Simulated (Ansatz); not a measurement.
`[Cl][GeH]([Cl])[SeH]` → `[Cl][GeH][Cl]`• + `[SeH]`•  (homolysis of the Ge–Se bond)

Isolated molecules relaxed with PBE0-D4/def2-TZVP in Ansatz; ΔE leaves out vibrations. CBS: MP2 limit from def2 TZ/QZ plus the TZ coupled-cluster correction, frozen cores. Functionals use def2-TZVPP. Open shells (•) are unrestricted, without spin–orbit coupling. For Ge, Se outer-core shells are correlated without core-valence functions, which leaves a few kJ/mol of doubt a bond. Scalar relativity is left out up to krypton. Each species was taken in one conformer, which may not be the lowest.

CCSD(T)/CBS gives +3.30 eV.

(1) Another level gave +3.58 eV. Which?
A. LDA (SPW92)/def2-TZVPP
B. ωB97M-V/def2-TZVPP
C. ωB97X-V/def2-TZVPP
D. r2SCAN0/def2-TZVPP

Largest T1 diagnostic among the species: 0.013.

Answers

(1) A. LDA (SPW92) 3.58, ωB97X-V 3.16, ωB97M-V 3.05, r2SCAN0 2.99 eV.

From BLYP to BHLYP (50 % exact exchange), in def2-TZVPP and without D4, ΔE moves by +0.15 eV. The D4 term adds +0.16 eV with B3LYP and +0.09 eV with PBE0; it sums over pairs of atoms, weighted by their polarisabilities, and B3LYP, whose exchange is more repulsive, gets the larger term. In def2-TZVPP, CCSD(T) changes the Hartree–Fock value by +1.08 eV (the triples alone add +0.10 eV) and MP2 by +1.27 eV; breaking electron pairs costs correlation energy, which Hartree–Fock lacks.

B3LYP here is the variant with VWN-RPA as its local correlation; programs differ in this.
